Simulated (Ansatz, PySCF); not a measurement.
Breaking the O2–H3 bond in H2O2Pb (SMILES [OH][Pb][OH]) (multiplicity 1 held, fragments rigid). Energies count from the point at 0.966 Å.
Geometry at that point (charge 0, multiplicity 1):
```xyz
5

Pb     0.058    -0.142     0.224
O      1.146     1.309    -0.813
H      0.646     1.619    -1.580
O     -1.533     0.013    -1.159
H     -2.292    -0.558    -0.997
```

R- and RO- levels are restricted; in cc, def2 and unpolarised 6-31G sets they are followed outwards from rest. Unrestricted levels (U-) break spin symmetry where that is lower. Active spaces are followed from a long bond inwards. Levels need not reach the same state.

Correlated levels freeze the cores. Filled d and f shells under p-block atoms count as core. Rows in LANL2DZ carry no dispersion term and start afresh at each structure. LANL2DZ brings its own core potentials from Na on.

Run with Ansatz (Gaussian basis) for Hartree–Fock, density functionals and correlated methods; PySCF for LANL2DZ rows.  In def2 rows elements past Kr take small-core potentials, without spin–orbit coupling.

| level | energy at R = 3.093 Å (eV) |
|---|---|
| R-BP86/LANL2DZ | 6.052 |
| U-r2SCAN/def2-TZVPP | 5.133 |
| R-B3LYP/def2-TZVPP | 6.993 |
| U-B3LYP/def2-TZVPP | 5.186 |
| R-wB97X-V/def2-TZVPP | 8.052 |
| R-MP2/def2-TZVPP | ___ |
| U-MP2/def2-TZVPP | ___ |
| U-CCSD/def2-TZVPP | 5.232 |
| FIC-MRCISD+Q on CASSCF(4,3)/def2-TZVPP | 5.238 |

Complete the blanks.


- R-MP2/def2-TZVPP, energy at R = 3.093 Å (eV): 6.318
- U-MP2/def2-TZVPP, energy at R = 3.093 Å (eV): 5.551

Doubts at one or more of the structures used: a spin-contaminated determinant (U-r2SCAN/def2-TZVPP, U-B3LYP/def2-TZVPP, U-MP2/def2-TZVPP, U-CCSD/def2-TZVPP); a restricted determinant that unrestricted orbitals would lower (R-B3LYP/def2-TZVPP, R-wB97X-V/def2-TZVPP, R-MP2/def2-TZVPP); active orbitals that take no part (FIC-MRCISD+Q on CASSCF(4,3)/def2-TZVPP).

Ansatz is an electronic-structure program.
